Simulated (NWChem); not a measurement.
System: CH₄AlClO; SMILES C[O][AlH][Cl]

NWChem input:

```
start job
memory heap 200 mb stack 900 mb global 1100 mb
geometry units angstroms noautoz
  Al    -0.855586     0.268518     0.000637
  H     -2.299911     0.801890     0.287882
  Cl     0.701033     1.566531    -0.566330
  O     -0.543511    -1.379053     0.149164
  C      0.472956    -2.318697     0.024534
  H      1.435609    -1.867785    -0.277821
  H      0.631931    -2.844414     0.982119
  H      0.204703    -3.079627    -0.728888
end
basis spherical
  * library def2-tzvp
end
dft
  xc xcamb88 1.00 lyp 1.0 hfexch 1.00
  cam 0.33 cam_alpha 0.0 cam_beta 1.0
  iterations 150
  mulliken
end
task dft energy
```

The geometry was optimised at PBE0/def2-SVP.

Q: Predict the main results of this run. (LC-BLYP (range parameter 0.33 per bohr)/def2-TZVP.) Quantities: energy (Ha); highest occupied level (eV); orbital gap (eV); dipole (D).

A: 
```json
{
  "energy (Ha)": "-817.87",
  "highest occupied level (eV)": "-10.79",
  "orbital gap (eV)": "11.70",
  "dipole (D)": "1.14"
}
```
